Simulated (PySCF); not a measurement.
Electronic absorption of C7H7Cl

C₇H₇Cl.
SMILES: `ClCC=C1C=CC=C1`

Method: TDDFT CAM-B3LYP/def2-SVPD, vertical, gas phase, core orbitals frozen in the response (PySCF 2.14.0, density-fitted response routines). Isolated species at its GFN2-xTB geometry (one conformer only). Torsions of this conformer, `[Cl:1][CH2:2][CH:3]=[C:4]1[CH:5]=[CH:6][CH:7]=[CH:8]1`: Cl1–C2–C3–C4 117°.

```
state  λ (nm)  E (eV)       f  |μ| (D)  main configurations (H = HOMO, L = LUMO)
   S1   359.8    3.45  0.0085     0.81                                 H→L (99%)
   S2   239.2    5.18   0.601     5.53                               H-1→L (95%)
   S3   208.1    5.96  0.0014     0.25     H-2→L (49%), H-3→L (34%), H-4→L (10%)
   S4   202.5    6.12  0.0063     0.52                  H-3→L (43%), H-2→L (42%)
   S5   190.0    6.53  0.0033     0.37     H→L+1 (55%), H→L+4 (26%), H→L+2 (15%)
   S6   188.4    6.58  0.0018     0.27                  H-4→L (79%), H-3→L (13%)
   S7   176.7    7.02   0.042     1.25     H→L+3 (27%), H→L+1 (23%), H→L+2 (16%)
   S8   175.0    7.08   0.060     1.50   H→L+3 (40%), H-1→L+1 (11%), H→L+1 (11%)
```

Triplets, Tamm–Dancoff:

```
state  E (eV)  λ (nm)  main configurations (H = HOMO, L = LUMO)
   T1    2.30   538.0                                 H→L (94%)
   T2    2.93   422.6                               H-1→L (93%)
   T3    5.35   231.6                  H→L+7 (38%), H-6→L (28%)
```

The lowest singlet lies at 3.45 eV (360 nm, ultraviolet) and is weak; its leading configuration is HOMO→LUMO (99%). The most intense listed level is S2 at 5.18 eV (239 nm, f = 0.601), 1.74 eV above S1. Löwdin shares by element: HOMO carbon 86% or more; LUMO carbon 60% or more (atoms not listed hold the other 40%). Of the 8 states listed, 3 reach f = 0.01 and none stays under 0.0005. Weighted by f, the mean energy of these states is 5.45 eV. The listed states span 3.64 eV, and the widest gap between neighbours is 1.74 eV (S1 to S2). No computed singlet lies in the visible range (380 to 750 nm); the lowest, at 360 nm, stands 0.18 eV above its violet end (3.26 eV); a Tamm–Dancoff triplet lies at 538 nm, without intensity as long as spin–orbit coupling is left out. Singlets were solved by full linear response, triplets in the Tamm–Dancoff approximation.

Time: 85 s wall; peak memory 1.0 GiB. Hardware: an Arm Neoverse N1 with one thread, no GPU, shared host.
